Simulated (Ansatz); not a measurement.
Reaction (substitution at a C–Si bond): `C=C[Si](O)(O)F` + `C=C(N)S` → `C=CNC(=C)S` + `O[SiH](O)F`

Isolated molecules relaxed with PBE0-D4/def2-TZVP in Ansatz; ΔE leaves out vibrations. CCSD(T)/CBS adds triple-zeta CCSD(T) − MP2 to the extrapolated MP2 energy (def2 sets, frozen cores). This one scheme is used for every species. Functionals use def2-TZVPP. HSE06 is defined as in plane-wave codes. One conformer a species, not always the lowest.

(1) Is it downhill or uphill in electronic energy at CCSD(T)/CBS, and by how much? (An estimate is asked.)

(2) What do these levels give: PBE0-D4, HSE06-D4, HSE06, HF/def2-SVP, CCSD(T)/def2-SVP, HF/def2-TZVPP? (Best estimate.)

(3) What do rigid-rotor, harmonic-oscillator terms from PBE0-D4/def2-TZVP frequencies (298.15 K, 1 bar) make of the CCSD(T)/CBS value? (Best estimate.)

Largest T1 diagnostic among the species: 0.013.

## Answers

(1) The calculation gave: Uphill: ΔE = +44.8 kJ/mol.

(2) The calculation gave: PBE0-D4 34.7, HSE06-D4 34.4, HSE06 34.3, HF/def2-SVP 39.3, CCSD(T)/def2-SVP 28.2, HF/def2-TZVPP 47.6 kJ/mol.

(3) Ansatz gave: ΔZPE = -3.3 kJ/mol, ΔH = +40.2 kJ/mol, ΔS = -6 J/(mol·K), ΔG = +42.0 kJ/mol.

Leaving LDA and LC-ωPBE aside and taking each functional with its dispersion term where it has one, the values, not all of them listed here, spread over 13.8 kJ/mol, from PBE-D4 to ωB97M-V. LDA lies −11.9 kJ/mol from PBE without D4. From BLYP to BHLYP (50 % exact exchange), in def2-TZVPP and without D4, ΔE moves by +8.1 kJ/mol.
